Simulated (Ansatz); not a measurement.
Compare A (`C[SiH](O)[Si](O)(O)O`) with its isomer B (`O[SiH2]C[Si](O)(O)O`).

Computed with Ansatz on PBE0-D4/def2-TZVP structures; ΔE is electronic, products minus reactants. CBS: MP2 limit from def2 TZ/QZ plus the TZ coupled-cluster correction, frozen cores. Functionals use def2-TZVPP. B3LYP here is the variant with VWN-RPA as its local correlation; programs differ in this. One conformer a species, not always the lowest.

(1) Which is lower in electronic energy at CCSD(T)/CBS, and by how much? (Best estimate.)

(2) Give E(B) − E(A) in kJ/mol with CCSD(T)/def2-TZVPP, B3LYP-D4, B3LYP, PBE-D4, ωB97M-V, B2PLYP, HF/def2-TZVPP. (Best estimate.)

Largest T1 diagnostic: 0.012.

## Answers

(1) Computed: B, by 46.4 kJ/mol.

(2) Computed: CCSD(T)/def2-TZVPP -48.3, B3LYP-D4 -39.3, B3LYP -35.5, PBE-D4 -29.6, ωB97M-V -50.7, B2PLYP -42.5, HF/def2-TZVPP -47.9. None reverses the order clearly.

From PBE to PBE0 (25 % exact exchange), in def2-TZVPP and without D4, E(B) − E(A) moves by −8.2 kJ/mol. The D4 term adds −3.8 kJ/mol with B3LYP and −1.8 kJ/mol with PBE0; it sums over pairs of atoms, weighted by their polarisabilities, and B3LYP, whose exchange is more repulsive, gets the larger term.
